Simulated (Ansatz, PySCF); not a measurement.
Bi(OH)(SiH3)2 (BiH7OSi2), SMILES [OH][Bi]([SiH3])[SiH3]. Atoms are numbered in the order given.

```xyz
11

Bi     0.0893    -0.2009     0.5516
O      0.5730    -2.0747    -0.3137
H      0.5004    -2.0083    -1.2743
Si     1.5244     1.1932    -1.2370
H      2.9812     1.1074    -0.9119
H      1.1154     2.6334    -1.2418
H      1.3049     0.6238    -2.6037
Si    -2.0380     0.1822    -1.0390
H     -3.1924    -0.6428    -0.5677
H     -1.6948    -0.2295    -2.4365
H     -2.4457     1.6228    -1.0456
```
Charge 0, spin multiplicity 1.

Geometry: PBE0-D3(BJ)/def2-SVP. The structure was generated by enumeration; whether it is a known compound was not checked. The def2 effective core potentials stand for the cores of Bi; spin–orbit coupling is left out. The values are those of a single conformer.

Two levels are set side by side: PBE-D3(BJ)/def2-SVP (Ansatz, an electronic-structure program) and PBE0-D3(BJ)/def2-SVP (Ansatz). Each level has its own optimised geometry; the coordinates shown are those of the second. Frequencies come from the Hessian of PySCF at each geometry. Differences are taken from unrounded values.

| quantity | PBE0-D3(BJ) |
|---|---|
| mean bond length (Å) | 1.743 |
| bond Bi1–O2 (Å) | 2.120 |
| bond Bi1–Si4 (Å) | 2.684 |
| bond Bi1–Si8 (Å) | 2.684 |
| bond O2–H3 (Å) | 0.966 |
| bond Si4–H5 (Å) | 1.495 |
| bond Si4–H6 (Å) | 1.497 |
| bond Si4–H7 (Å) | 1.497 |
| bond Si8–H9 (Å) | 1.495 |
| bond Si8–H10 (Å) | 1.497 |
| bond Si8–H11 (Å) | 1.497 |
| highest harmonic wavenumber (cm⁻¹) | 3867 |
| mean harmonic wavenumber (cm⁻¹) | 1005 |
| zero-point energy (kcal/mol) | 38.77 |

Task: What does PBE-D3(BJ) give, and how far is it from PBE0-D3(BJ)? (Estimate from the structure and the level; the computed values follow.)

Result: 
```csv
quantity,PBE-D3(BJ),PBE-D3(BJ) minus PBE0-D3(BJ)
mean bond length (Å),1.759,0.016
bond Bi1–O2 (Å),2.149,0.029
bond Bi1–Si4 (Å),2.710,0.026
bond Bi1–Si8 (Å),2.710,0.026
bond O2–H3 (Å),0.979,0.013
bond Si4–H5 (Å),1.506,0.011
bond Si4–H6 (Å),1.508,0.011
bond Si4–H7 (Å),1.508,0.011
bond Si8–H9 (Å),1.506,0.011
bond Si8–H10 (Å),1.508,0.011
bond Si8–H11 (Å),1.508,0.011
highest harmonic wavenumber (cm⁻¹),3682,-185
mean harmonic wavenumber (cm⁻¹),967,-38
zero-point energy (kcal/mol),37.31,-1.47
```

GGA bonds tend to be longer and softer than those of functionals with exact exchange. Differences between two approximate levels are no errors against the true value.
